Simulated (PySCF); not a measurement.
## Spin-rotation constants: `C1(=O)C(C(=C)CF)=CCO1`, C7H7FO2

Geometry (Å), atoms numbered from 1 in this order:
```xyz
17

C    -1.571   -0.654   -1.561
C    -1.110   -0.141   -0.423
C    -2.049    0.383    0.634
F    -1.847   -0.240    1.846
C     0.311   -0.042   -0.125
C     0.905    0.377    1.002
C     2.383    0.290    0.845
O     2.585   -0.198   -0.464
C     1.400   -0.419   -1.076
O     1.324   -0.841   -2.195
H    -2.628   -0.726   -1.755
H    -0.902   -1.007   -2.325
H    -1.889    1.454    0.808
H    -3.091    0.201    0.358
H     0.454    0.716    1.915
H     2.840   -0.403    1.561
H     2.878    1.263    0.947
```

Computed, not measured: PySCF 2.14.0, GIAO PBE/pcSseg-1 magnetisability, rotational g tensor and spin-rotation constants, non-relativistic, gas phase. Geometry: GFN2-xTB.

(1) Give the nuclear spin-rotation constants along the inertial axes (H = +C I·J) beside the isotropic shieldings.

Results:

(1) Rotational constants 2.1983, 1.0747, 0.7480 GHz. A star marks the isotopologue with that one atom substituted, in its own axes.
```csv
atom,isotope,Caa (kHz),Cbb (kHz),Ccc (kHz),mean (kHz),σ (ppm)
F4,19F,0.474,0.480,0.405,0.453,401.8
H11,1H,0.097,-0.045,-0.092,-0.013,25.8
H12,1H,0.079,-0.031,-0.070,-0.007,24.1
H13,1H,-0.187,-0.076,0.024,-0.079,25.9
H14,1H,0.070,-0.055,-0.082,-0.023,26.3
H15,1H,0.018,0.013,-0.088,-0.019,24.1
H16,1H,-0.199,-0.050,-0.003,-0.084,26.5
H17,1H,-0.166,-0.068,-0.003,-0.079,26.6
C1,13C*,0.997,0.374,0.106,0.492,54.3
C2,13C*,1.117,0.375,0.115,0.536,40.7
C3,13C*,0.629,0.252,0.194,0.358,89.4
C5,13C*,1.070,0.364,0.108,0.514,50.1
C6,13C*,1.073,0.429,0.122,0.542,31.6
C7,13C*,0.522,0.237,0.177,0.312,107.9
O8,17O*,-0.473,-0.392,-0.105,-0.323,102.5
C9,13C*,1.083,0.360,0.237,0.560,9.9
O10,17O*,-1.047,-0.627,-0.062,-0.579,-69.0
```
For the geometry as given, no vibrational averaging.
